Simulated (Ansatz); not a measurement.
Molecule: 4-selanylbutan-1-ol, C$_{4}$H$_{10}$OSe (charge 0, singlet). SMILES: OCCCC[SeH]
Coordinates optimised at B3LYP-D3(BJ)/def2-TZVP (Ansatz, a first-principles code):
```
C
H 1 1.0917
H 1 1.0930 2 106.40
C 1 1.5194 2 109.83 3 118.42
H 4 1.0889 1 111.72 2 61.54
H 4 1.0910 5 107.67 1 -122.66
C 1 1.5289 2 109.15 3 -118.21
H 7 1.0955 1 109.97 2 176.12
H 7 1.0969 8 106.18 1 -118.85
C 7 1.5237 8 108.42 9 -116.97
H 10 1.0917 7 110.13 8 -66.38
H 10 1.0965 11 107.51 7 -119.78
O 10 1.4249 11 105.29 12 -117.95
H 13 0.9634 10 108.48 11 174.51
Se 4 1.9777 5 107.75 6 -111.24
H 15 1.4723 4 94.87 5 -63.41
```
Charge 0, spin multiplicity 1.

Quantity: vertical ionisation energy (to the doublet state of charge +1; each state is the SCF solution reached for its spin), in eV. Correlated levels leave the core frozen unless marked. Open shells are spin-unrestricted. No spin-orbit coupling. The frozen core is the preceding noble-gas configuration, with the filled d and f shells of earlier blocks. Non-relativistic. 

```
level                 program  vertical ionisation energy (eV)
--------------------  -------  -------------------------------
HF/aug-cc-pVTZ         Ansatz                             7.70
r2SCAN/def2-TZVPD      Ansatz                             8.35
PBE0/def2-TZVPD        Ansatz                             8.59
CAM-B3LYP/def2-TZVPD   Ansatz                             8.78
wB97M-V/def2-TZVPD     Ansatz                             8.75
B2PLYP/def2-TZVPD      Ansatz                             8.68
SCS-MP2/aug-cc-pVDZ    Ansatz                             8.61
CCSD/aug-cc-pVDZ       Ansatz                             8.57
CCSD(T)/aug-cc-pVDZ    Ansatz                             8.60
```
